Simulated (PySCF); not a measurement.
Correlation energy of Ag(3+) (silver, charge +3)

[Kr] 4d8, high-spin 3F determinant. All numbers are calculated (PySCF 2.14, scalar relativity by spin-free X2C-1e, in x2c-TZVPPall (8s6p6d2f1g, 79 functions)). Frozen: [Kr]; 8 electrons correlated.

```csv
level,correlation energy (mhartree)
CCSD,-209.40
(T),-4.03
CCSD(T),-213.43
```

Diagnostics: T1 = 0.00070, D1 = 0.0011, largest double amplitude 0.019.

Cost of the coupled-cluster step: of the order of 14 core-seconds, for 8 correlated electrons.

Iterations:

```
CC2 = 0
CCSD nocc = (np.int64(5), np.int64(3)), nmo = (61, 61)
frozen orbitals [[0, 1, 2, 3, 4, 5, 6, 7, 8, 9, 10, 11, 12, 13, 14, 15, 16, 17], [0, 1, 2, 3, 4, 5, 6, 7, 8, 9, 10, 11, 12, 13, 14, 15, 16, 17]]
max_cycle = 100
direct = 0
conv_tol = 1e-08
conv_tol_normt = 1e-06
diis_space = 8
diis_start_cycle = 0
Init t2, MP2 energy = -0.20985273102243
Init E_corr(UCCSD) = -0.209852731025795
cycle = 1  E_corr(UCCSD) = -0.208844308399846  dE = 0.00100842263  norm(t1,t2) = 0.00955114
cycle = 2  E_corr(UCCSD) = -0.20928389118726  dE = -0.000439582787  norm(t1,t2) = 0.00289612
cycle = 3  E_corr(UCCSD) = -0.209402274915307  dE = -0.000118383728  norm(t1,t2) = 0.00130639
cycle = 4  E_corr(UCCSD) = -0.209398452921998  dE = 3.82199331e-06  norm(t1,t2) = 0.000318207
cycle = 5  E_corr(UCCSD) = -0.209395464593539  dE = 2.98832846e-06  norm(t1,t2) = 7.25038e-05
cycle = 6  E_corr(UCCSD) = -0.209396180819012  dE = -7.16225473e-07  norm(t1,t2) = 2.3584e-05
cycle = 7  E_corr(UCCSD) = -0.209396194695814  dE = -1.38768014e-08  norm(t1,t2) = 3.69259e-06
cycle = 8  E_corr(UCCSD) = -0.209396148287512  dE = 4.64083018e-08  norm(t1,t2) = 7.10327e-07
cycle = 9  E_corr(UCCSD) = -0.209396154254455  dE = -5.96694347e-09  norm(t1,t2) = 1.43926e-07
UCCSD converged
E(UCCSD) = -5310.852448162782  E_corr = -0.2093961542544553
UCCSD(T) correction = -0.00402682568791761
```
